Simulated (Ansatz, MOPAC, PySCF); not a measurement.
Complex: CHN (SMILES C#N) (first 3 atoms) with H4OSi (SMILES O[SiH3]); geometry from B3LYP-D3(BJ)/def2-TZVP.
(charge 0, multiplicity 1):
```xyz
9

C     -1.2417     1.0410     0.1797
N     -1.9882     1.3818    -0.6216
H     -0.5411     0.7218     0.9316
O      0.7474     0.1019     2.3739
Si     0.3084    -0.8229     3.6877
H      1.6667     0.3690     2.2909
H      1.0521    -2.1034     3.7025
H     -1.1365    -1.0612     3.5161
H      0.5724    -0.0999     4.9528
```

Monomers are frozen at their geometry in the pair; levels with a basis set take the counterpoise correction. Rows marked so take none.

Rows in STO-3G carry no dispersion term and start afresh at each structure. The state reached by PM7 isn't checked; PM7 holds dispersion and hydrogen-bond terms.

Programs: Ansatz (a program for electronic structure); MOPAC for PM7 (differences of heats of formation); PySCF for STO-3G rows, the dispersion terms. Values without a source in brackets are computed.

| level | interaction energy (kcal/mol) |
|---|---|
| PM7 | -2.88 |
| HF/STO-3G (no counterpoise) | -6.38 |
| PBE-D4/def2-TZVPPD | -4.71 |
| BLYP/def2-TZVPPD | -3.14 |
| BLYP-D3(BJ)/def2-TZVPPD | -4.61 |
| r2SCAN/def2-TZVPPD | -4.17 |
| B97M-V/def2-TZVPPD | -4.41 |
| BHLYP-D4/def2-TZVPPD | [?] |
| wB97M-V/def2-TZVPPD | -4.63 |

Problem. Some entries are withheld; supply them.

Solution. 
- BHLYP-D4/def2-TZVPPD, interaction energy (kcal/mol): -5.41
